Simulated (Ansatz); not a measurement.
Abridged output of a molecular run in Ansatz:

```
Functional definition: HF
1397 factors; integrals over basis functions are off by at most 1.0e-3 eV
mean field evaluation 1: about -134145.9360 eV, gradient 2.4e1 eV
mean field evaluation 2: about -134146.1821 eV, gradient 2.4e1 eV
mean field evaluation 4: about -134148.1787 eV, gradient 4.0e0 eV
mean field evaluation 8: about -134148.2473 eV, gradient 2.0e-1 eV
mean field -134148.24768047 eV, -4929.8571733093 hartree, gradient 4.8e-6 eV, S^2 0.000000; 0 other end points of the search recorded, 0 dependent functions left out
24 core orbitals not correlated: weight in the atoms' cores, before any rotation towards them, 1.000 or more for the frozen orbitals, at most 0.000 for the correlated occupied ones
reference -134148.24768047 eV, -4929.8571733093 hartree; 21, 21 occupied and 180, 180 virtual orbitals, 1397 factors
second order -21.23176914 eV of doubles, -0.00000000 eV of singles
cycle   1  -21.17924983 eV  change    5.3e-2 eV  update   1.2e-1
cycle   2  -21.85934340 eV  change   -6.8e-1 eV  update   3.5e-2
cycle   3  -21.95881975 eV  change   -9.9e-2 eV  update   1.7e-2
cycle   4  -21.94182625 eV  change    1.7e-2 eV  update   4.7e-3
cycle   5  -21.94219816 eV  change   -3.7e-4 eV  update   2.1e-3
cycle   6  -21.94260245 eV  change   -4.0e-4 eV  update   7.2e-4
cycle   7  -21.94221877 eV  change    3.8e-4 eV  update   2.8e-4
cycle   8  -21.94233926 eV  change   -1.2e-4 eV  update   1.3e-4
cycle   9  -21.94237752 eV  change   -3.8e-5 eV  update   5.2e-5
perturbative correction -0.93750913 eV, -0.0344528252 hartree
Total energy: -134171.12756712 eV, -4930.6979936352 hartree
```

Its atoms:

Cartesian coordinates in Å:
```
Br -2.078 -0.065 0.653
C -0.090 -0.439 0.829
Al -0.381 -0.974 -1.014
Ge 0.756 1.005 -0.317
H 0.104 -0.701 1.864
H -0.834 -2.193 -1.900
H 2.276 0.934 -0.058
H 0.246 2.435 -0.058
```

Task: Which basis set was used?
A. def2-TZVPP
B. def2-TZVPPD
C. cc-pV(Q+d)Z
D. def2-SVP

Result: A. It gives 225 functions.

Task: Write the keys of the input that set method, charge and spin (a neutral closed shell needs none for the last two).

Result: 
```yaml
correlation: {method: ccsd_t}
```
